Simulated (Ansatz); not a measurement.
A nudged elastic band was laid between two geometries of ClH₃OSn (6 atoms, charge 0, multiplicity 1).

Theory: RKS B3LYP-D4/def2-SVP (Ansatz 0.2.0).

* movable images: 7
* climbing image: yes
* spring: 5.0 eV/Å²
* optimiser: quadratic models (default)
* start path: through a guess of the saddle point
* force threshold: 0.03 eV/Å
* iteration limit: 60
* end points: relaxed

Image 0:

```xyz
6
Properties=species:S:1:pos:R:3
Sn 0.265 0.062 0.098
Cl 0.649 0.081 2.439
H 1.777 -0.288 -0.633
H -0.533 1.503 -0.347
O -1.062 -1.367 -0.282
H -0.785 -2.236 0.041
```

Image 8:

```xyz
6
Properties=species:S:1:pos:R:3
Sn -0.229 0.379 -0.939
Cl 1.684 0.248 1.591
H 2.418 -0.666 1.044
H -1.403 1.033 0.277
O -0.741 -1.559 -0.669
H -1.418 -1.680 0.011
```

Q: Which bonds break or form, and what moves?

A: Bonds broken: Sn1–Cl2, Sn1–H3. Bonds formed: Cl2–H3. ClH3OSn becomes ClH + H2OSn.

Q: What energy profile does the band end with?

A: It converged. The highest image is number 5 of 0 to 8, 1.82 eV above the first end and 1.05 eV above the last; the last end lies 0.77 eV above the first. Beside the main top the profile has a ripple of under 15 meV (maxima at images 1, 5), which may be a very shallow well or noise. A vibrational analysis at the climbing image gives one clearly imaginary mode, 973i cm⁻¹: a first-order saddle point. The orbitals stay closed-shell, which can raise the energy where a bond breaks towards radicals; this wasn't checked here.

```json
{"image": "0", "path coordinate (Å)": "0.00", "energy (eV)": "0.00", "Sn1–Cl2 (Å)": "2.37", "Sn1–H3 (Å)": "1.72", "Cl2–H3 (Å)": "3.29"}
{"image": "1", "path coordinate (Å)": "0.57", "energy (eV)": "0.01", "Sn1–Cl2 (Å)": "2.37", "Sn1–H3 (Å)": "1.71", "Cl2–H3 (Å)": "3.32"}
{"image": "2", "path coordinate (Å)": "1.13", "energy (eV)": "0.00", "Sn1–Cl2 (Å)": "2.37", "Sn1–H3 (Å)": "1.71", "Cl2–H3 (Å)": "3.35"}
{"image": "3", "path coordinate (Å)": "1.70", "energy (eV)": "0.11", "Sn1–Cl2 (Å)": "2.37", "Sn1–H3 (Å)": "1.70", "Cl2–H3 (Å)": "3.04"}
{"image": "4", "path coordinate (Å)": "2.26", "energy (eV)": "0.91", "Sn1–Cl2 (Å)": "2.45", "Sn1–H3 (Å)": "1.68", "Cl2–H3 (Å)": "2.41"}
{"image": "5", "path coordinate (Å)": "2.83", "energy (eV)": "1.82", "Sn1–Cl2 (Å)": "2.68", "Sn1–H3 (Å)": "1.78", "Cl2–H3 (Å)": "1.82"}
{"image": "6", "path coordinate (Å)": "3.50", "energy (eV)": "0.95", "Sn1–Cl2 (Å)": "3.08", "Sn1–H3 (Å)": "2.42", "Cl2–H3 (Å)": "1.32"}
{"image": "7", "path coordinate (Å)": "4.18", "energy (eV)": "0.79", "Sn1–Cl2 (Å)": "3.15", "Sn1–H3 (Å)": "3.20", "Cl2–H3 (Å)": "1.29"}
{"image": "8", "path coordinate (Å)": "4.85", "energy (eV)": "0.77", "Sn1–Cl2 (Å)": "3.17", "Sn1–H3 (Å)": "3.47", "Cl2–H3 (Å)": "1.29"}
```

Q: What is the geometry of the highest image?

A: 
```xyz
6
Properties=species:S:1:pos:R:3
Sn 0.249 0.004 -0.348
Cl 1.448 0.053 2.051
H 1.908 -0.018 0.289
H -1.008 1.191 -0.150
O -0.686 -1.755 -0.424
H -1.599 -1.720 -0.104
```

Run time: 3.9 min on 1 thread of AMD EPYC 7B13 (Zen 3), on a shared host, peak memory 0.17 GiB.
